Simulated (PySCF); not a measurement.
Mayer bond orders and bond lengths

Species: C4H14O2Si3.
SMILES with atom numbers: `[O:1]=[C:2]([OH:3])[C@@H:4]([SiH3:5])[CH2:6][SiH2:7][CH2:8][SiH3:9]` (hydrogens: H10 on O3; H11 on C4; H12, H13, H14 on Si5; H15, H16 on C6; H17, H18 on Si7; H19, H20 on C8; H21, H22, H23 on Si9)

Cartesian coordinates in Å at the GFN2-xTB level; atoms count from 1:
```xyz
23
C4H14O2Si3 angstrom
O     -1.7122   -1.3655   -1.4634
C     -2.0388   -0.2360   -1.1985
O     -2.7925    0.4958   -2.0463
C     -1.7502    0.4889    0.0598
Si    -3.3320    0.3212    1.1389
C     -0.5207   -0.0768    0.7627
Si     1.0771    0.3285   -0.1942
C      2.5488   -0.5739    0.5905
Si     4.2069   -0.2429   -0.2668
H     -2.9976   -0.0265   -2.8371
H     -1.6157    1.5454   -0.1804
H     -3.5345   -1.0882    1.4714
H     -4.4830    0.8525    0.4118
H     -3.0799    1.0981    2.3541
H     -0.4670    0.3205    1.7780
H     -0.6428   -1.1568    0.8513
H      1.2725    1.7867   -0.1112
H      0.9369   -0.0369   -1.6051
H      2.6298   -0.2889    1.6396
H      2.3569   -1.6469    0.5847
H      5.2734   -0.9767    0.4231
H      4.5071    1.1893   -0.2192
H      4.1527   -0.6840   -1.6605
```

Bond orders from the PBE0/pcSseg-1 density (PySCF). One conformer (not necessarily the lowest) at the GFN2-xTB geometry, without solvent, vibrations or thermal averaging.

Task: How far do the computed orders between heavy atoms stray from the drawn ones?

Result: The largest departure is 0.179, at C4–Si5 (drawn single, 0.821). Drawn single, order below 0.88: C4–Si5 (0.821).

Task: Give the Mayer order of every bond, beside its length.

Result: 
```json
{"bond": "O1–C2", "drawn as": "double", "length (Å)": "1.205", "Mayer order": "1.948"}
{"bond": "C2–O3", "drawn as": "single", "length (Å)": "1.350", "Mayer order": "1.119"}
{"bond": "C2–C4", "drawn as": "single", "length (Å)": "1.481", "Mayer order": "0.958"}
{"bond": "C4–Si5", "drawn as": "single", "length (Å)": "1.922", "Mayer order": "0.821"}
{"bond": "C4–C6", "drawn as": "single", "length (Å)": "1.525", "Mayer order": "1.018"}
{"bond": "C6–Si7", "drawn as": "single", "length (Å)": "1.906", "Mayer order": "0.885"}
{"bond": "Si7–C8", "drawn as": "single", "length (Å)": "1.896", "Mayer order": "0.914"}
{"bond": "C8–Si9", "drawn as": "single", "length (Å)": "1.896", "Mayer order": "0.925"}
{"bond": "O3–H10", "drawn as": "single", "length (Å)": "0.970", "Mayer order": "0.928"}
{"bond": "C4–H11", "drawn as": "single", "length (Å)": "1.092", "Mayer order": "0.919"}
{"bond": "Si5–H12", "drawn as": "single", "length (Å)": "1.462", "Mayer order": "0.950"}
{"bond": "Si5–H13", "drawn as": "single", "length (Å)": "1.461", "Mayer order": "0.947"}
{"bond": "Si5–H14", "drawn as": "single", "length (Å)": "1.464", "Mayer order": "0.944"}
{"bond": "C6–H15", "drawn as": "single", "length (Å)": "1.092", "Mayer order": "0.939"}
{"bond": "C6–H16", "drawn as": "single", "length (Å)": "1.090", "Mayer order": "0.933"}
{"bond": "Si7–H17", "drawn as": "single", "length (Å)": "1.474", "Mayer order": "0.947"}
{"bond": "Si7–H18", "drawn as": "single", "length (Å)": "1.464", "Mayer order": "0.952"}
{"bond": "C8–H19", "drawn as": "single", "length (Å)": "1.090", "Mayer order": "0.936"}
{"bond": "C8–H20", "drawn as": "single", "length (Å)": "1.090", "Mayer order": "0.935"}
{"bond": "Si9–H21", "drawn as": "single", "length (Å)": "1.467", "Mayer order": "0.947"}
{"bond": "Si9–H22", "drawn as": "single", "length (Å)": "1.464", "Mayer order": "0.947"}
{"bond": "Si9–H23", "drawn as": "single", "length (Å)": "1.463", "Mayer order": "0.948"}
```

By pair of heavy elements: C–O: lowest C2–O3 (1.119, 1.350 Å), highest O1–C2 (1.948, 1.205 Å). C–C: lowest C2–C4 (0.958, 1.481 Å), highest C4–C6 (1.018, 1.525 Å); in 1 of the 1 pairs the longer bond (by over 0.003 Å) has the higher order (by 0.02 or more). C–Si: lowest C4–Si5 (0.821, 1.922 Å), highest C8–Si9 (0.925, 1.896 Å).

Task: Sum the orders of all bonds at each heavy atom with more than one neighbour and set the sums beside the valence in the SMILES.

Result: C2 4.025 (drawn 4), O3 2.047 (drawn 2), C4 3.716 (drawn 4), Si5 3.662 (drawn 4), C6 3.775 (drawn 4), Si7 3.698 (drawn 4), C8 3.710 (drawn 4), Si9 3.767 (drawn 4). Orders between atoms that aren't bonded are not in these sums.

Mayer orders depend on the basis set.

These values come from a run that also computed NMR shieldings. On one thread, Arm Neoverse N1 (aarch64), no GPU, shared host with 64 logical CPUs at a one-minute load of 58, this took 1.9 min and 1.1 GiB of memory at its peak.
